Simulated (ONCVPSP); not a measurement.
## Varying the ONCV potential for terbium

Base potential:

* Element: Tb (Z = 65)
* Generator: ONCVPSP 4.0.1
* Type: optimised norm-conserving Vanderbilt (ONCV)
* Functional: LDA (Perdew-Wang 92)
* Relativity: fully relativistic
* Frozen core: [Kr] 4d10 4f8
* Valence charge: 11
* Reference configuration: 5s2 5p6 5d1.5 6s1.5
* Partial waves: 5s+6s: rc 2.05 bohr, ncon 4, nbas 7, qcut 7.6 1/bohr, 2 projectors; 5p: rc 2.40 bohr, ncon 3, nbas 8, qcut 4.9 1/bohr, 1 projector; 5d: rc 3.75 bohr, ncon 4, nbas 9, qcut 4.5 1/bohr, 1 projector
* Local potential: polynomial inside 1.50 bohr (lpopt 3, dvloc0 0 Ha)
* Core correction: polynomial model core, fcfact 0.65

Open shells are filled in proportion to 2j + 1.

All-electron outer shells of the reference configuration (LDA (PZ), scalar-relativistic, ld1.x):

```
shell  level (eV)  outermost node (bohr)  outermost maximum (bohr)
   5s      -50.64                   0.64                      1.16
   5p      -27.28                   0.69                      1.33
   4f       -8.42                      –                      0.55
   6s       -4.12                   1.58                      3.32
   5d       -2.17                   0.77                      1.99
```

Cutoffs, loose and tight: the cutoffs (Ha) at which the residual kinetic energy of the hardest occupied pseudo-wave falls to 1 and 0.1 mHa per electron. They do not see the model core or the augmentation charge, which bear on the density cutoff. Test errors are all-electron minus pseudo excitation energies from the reference, over the configurations 5s2 5p6 5d1 6s2; 5s2 5p6 5d1 6s1; 5s2 5p6 5d1 6s0; 5s2 5p6 5d1 6s0 6p1. A dash means not determined; rows that change the core or the reference have their own tests.

| change | outcome | cutoff, loose | cutoff, tight | bound ghosts | GHOST(+) flags above zero | largest test error (meV) |
| --- | --- | --- | --- | --- | --- | --- |
| base | generated | 17 Ha | 20 Ha | none | s | +104 |
| functional PBEsol | generated | 17 Ha | 20 Ha | none | s | +97 |
| s: qcut 10.4; p: qcut 6.7; d: qcut 6.1 | failed: ERROR pspot: first pseudo wave function has node, program will stop | – | – | – | – | – |
| all radii but the core radius scaled by about 0.93 (s 1.92, p 2.24, d 3.50 bohr); local potential polynomial inside 1.40 bohr (lpopt 3, dvloc0 0 Ha) | generated | 18 Ha | 21 Ha | none | s | +112 |
| core correction polynomial model core, fcfact 1.16 | generated | 17 Ha | 20 Ha | none | s | +104 |
| d: nproj 3 | generated | 17 Ha | 20 Ha | none | s, d5/2, d3/2 | -164 |
| s: qcut 4.6 | generated | 9.4 Ha | 25 Ha | none | none | +104 |
| d: nbas 7 | generated | 17 Ha | 20 Ha | none | s | +104 |
| p: rc 1.62 | generated | 18 Ha | 85 Ha | none | s | +48 |
| reference 5s2 5p6; waves 5s: rc 2.05 bohr, ncon 4, nbas 7, qcut 7.6 1/bohr, 2 projectors, debl 2.4 Ha; d scattering state at 0.07 Ha: rc 3.75 bohr, ncon 4, nbas 9, qcut 4.5 1/bohr, 1 projector | generated, projector energies reset by the program | 17 Ha | 20 Ha | none | s | +210 over the solved tests; 1 of 4 tests not solved or not reliable |
| core correction polynomial model core, fcfact 0.4 | generated | 17 Ha | 20 Ha | none | s | +104 |
| s: ncon 3, nbas 6 | generated | 15 Ha | 18 Ha | none | s | +104 |
